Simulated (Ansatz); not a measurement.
In2As2H8⁺, that is (H2In-mu-AsH2)2 with one electron fewer, relaxed as a doublet with UKS PBE0-D4/def2-SVP in Ansatz, starting from the PBE0-D4/def2-SVP geometry of the neutral singlet. Force threshold 0.02 eV/Å.

In the def2 sets In takes a core potential; there is no spin–orbit coupling.

Start:

```xyz
12

In    1.033    1.801   -0.249
H     2.665    1.640   -0.777
H     0.122    3.219    0.105
As    0.535   -0.075    1.673
In   -1.038   -1.798    0.251
H    -2.669   -1.630    0.778
H    -0.132   -3.220   -0.101
As   -0.533    0.074   -1.674
H    -0.088    0.460    2.940
H     1.766   -0.698    2.285
H     0.100   -0.466   -2.933
H    -1.760    0.693   -2.297
```

```tsv
step	energy (eV)	largest force component (eV/Å)	SCF passes
1	-132122.5405	0.631	18
2	-132122.8504	0.320	21
3	-132122.9821	0.146	20
4	-132122.9956	0.019	20
5	-132122.9981	0.081	23
6	-132123.0490	0.214	26
7	-132123.0612	0.550	24
8	-132123.1107	0.187	20
9	-132123.1219	0.097	20
10	-132123.1290	0.026	21
11 (rejected)	-132123.1169	0.188	19
12	-132123.1295	0.037	20
13	-132123.1300	0.008	15
```

Force components are those of the run's own axes.

End:

Cartesian coordinates in Å:
```
In 0.963 1.829 -0.510
H 2.589 1.369 -0.720
H -0.040 3.011 0.195
As 0.614 -0.085 1.926
In -1.129 -1.805 -0.004
H -2.563 -1.374 0.806
H 0.067 -3.013 -0.111
As -0.590 0.084 -1.838
H -0.007 0.449 3.198
H 1.845 -0.707 2.548
H 0.075 -0.470 -3.067
H -1.824 0.712 -2.423
```

By distances, no bond broke or formed. The bond that changes most is In1–As4, from 2.73 to 3.12 Å (atoms count from 1).

The force fell under the threshold at step 4, but the optimiser went on and released 0.134 eV more. No frequencies were taken in this run, so the end may be a saddle point.

Run time 1.8 min (2 threads of AMD EPYC 7R13 on a shared host), peak host memory 0.74 GiB.
